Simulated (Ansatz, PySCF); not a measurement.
Pair of molecules: HF (SMILES F) (first 2 atoms) with C2H2 (SMILES C#C); geometry from B3LYP-D3(BJ)/def2-TZVP, rigid monomers moved along the line of their centres of mass till H2···C3 is 3.05 Å.
(charge 0, multiplicity 1):
```xyz
6

F     -0.03246    -0.01162     0.34874
H     -0.01823    -0.00445     1.28329
C      0.26801    -0.52982     4.27759
C     -0.21721     0.56575     4.27661
H      0.69895    -1.50247     4.28650
H     -0.64796     1.53850     4.28378
```

Monomers are frozen at their geometry in the pair; levels with a basis set take the counterpoise correction. Rows marked so take none.

Rows in 3-21G, 6-311+G** carry no dispersion term and start afresh at each structure.

Programs: Ansatz (Gaussian orbitals); PySCF for 3-21G rows, 6-311+G** rows. 

### Question
Predict the interaction energy from HF/3-21G (no counterpoise).

### Answer
-2.6 kcal/mol

Ansatz is a quantum-chemistry and plane-wave program.
